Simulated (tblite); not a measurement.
A tight-binding relaxation on `c1(C)n2ccccc2c(B(C)C)c1`.

Computed with GFN2-xTB geometry optimisation, gas phase (tblite 0.8.0). Start geometry: from a force field or distance geometry. A driver script takes a list of jobs; this job's settings line and coordinates (Å) are shown.

Input:
```
{"job": {"kind": "relax", "xc": "GFN2-xTB", "basis": "xTB"}, "charge": 0, "multiplicity": 1}
C     -2.843300     0.631600    -1.274000
B     -2.214500    -0.040100    -0.021600
C     -3.091100    -0.331700     1.276200
C     -0.703600    -0.345800     0.043800
C     -0.127600    -1.599800     0.302200
C      1.246600    -1.439300     0.265400
C      2.197700    -2.554600     0.483600
N      1.535800    -0.140800     0.023000
C      2.689500     0.521600    -0.106400
C      2.760300     1.874900    -0.364200
C      1.572400     2.566000    -0.507700
C      0.380500     1.881300    -0.375700
C      0.355900     0.531300    -0.105300
H     -3.941000     0.462100    -1.227800
H     -2.709100     1.740400    -1.326100
H     -2.420700     0.211900    -2.198100
H     -2.392200    -0.637400     2.076800
H     -3.697200     0.531700     1.574600
H     -3.754100    -1.178200     1.000600
H     -0.664000    -2.499200     0.474000
H      1.866800    -3.492700     0.014400
H      3.216200    -2.347200     0.062700
H      2.379600    -2.752000     1.574700
H      3.609500    -0.047100     0.003800
H      3.727900     2.378000    -0.458700
H      1.534000     3.640600    -0.708000
H     -0.534200     2.460800    -0.490200
```

Output:
```
step      E/eV     max force
  0    -947.72532    1.913
  1    -947.95301    0.620
  2    -948.00815    0.488
  3    -948.04276    0.394
  4    -948.06538    0.302
  5    -948.08045    0.228
  6    -948.08949    0.219
  7    -948.09669    0.256
  8    -948.10246    0.246
  9    -948.10667    0.158
... (147 lines left out)
157    -948.31755    0.021
158    -948.31763    0.024
159    -948.31771    0.021
160    -948.31779    0.025
161    -948.31785    0.020
162    -948.31789    0.015
163    -948.31792    0.014
164    -948.31796    0.018
165    -948.31799    0.017
166    -948.31802    0.008
```

«max force» is the largest atomic force in eV/Å.

**Question.** From which step on does the largest force stay under 0.1 eV/Å, and how much energy is left to gain from there?

**Answer.** From step 79 (0.060 eV/Å), 28.2 meV above the end.

Main results: energy lowered by 13.7 kcal/mol over 166 steps; largest atomic force 0.008 eV/Å at the end.

**Question.** Give the final coordinates.

**Answer.** 0.740 Å rms from the input after alignment:
```
atom  x, y, z in Å
C1    -2.8633    1.2660   -0.6773
B2    -2.2452    0.0096    0.0683
C3    -3.2486   -1.0309    0.7199
C4    -0.7369   -0.2510    0.1434
C5    -0.1398   -1.4605    0.5837
C6     1.2258   -1.3759    0.4937
C7     2.2726   -2.3808    0.8255
N8     1.5312   -0.1349    0.0151
C9     2.7498    0.4071   -0.2316
C10    2.8500    1.6763   -0.7072
C11    1.6819    2.4352   -0.9324
C12    0.4542    1.8888   -0.6804
C13    0.3488    0.5727   -0.2077
H14   -3.9327    1.1625   -0.8500
H15   -2.7302    2.1643   -0.0741
H16   -2.3934    1.4610   -1.6394
H17   -2.8359   -1.5745    1.5661
H18   -4.1776   -0.5668    1.0453
H19   -3.5247   -1.7752   -0.0284
H20   -0.6745   -2.3269    0.9214
H21    1.7985   -3.2927    1.1775
H22    2.8773   -2.6221   -0.0504
H23    2.9376   -2.0131    1.6090
H24    3.6112   -0.2116   -0.0331
H25    3.8210    2.1000   -0.9067
H26    1.7706    3.4449   -1.3015
H27   -0.4474    2.4551   -0.8363
```

**Question.** How long does this job take on one thread of an Arm Neoverse V1 (shared host)?

**Answer.** About 2.0 s.
Labels such as C1 count atoms from 1, the log's own numbers from 0.
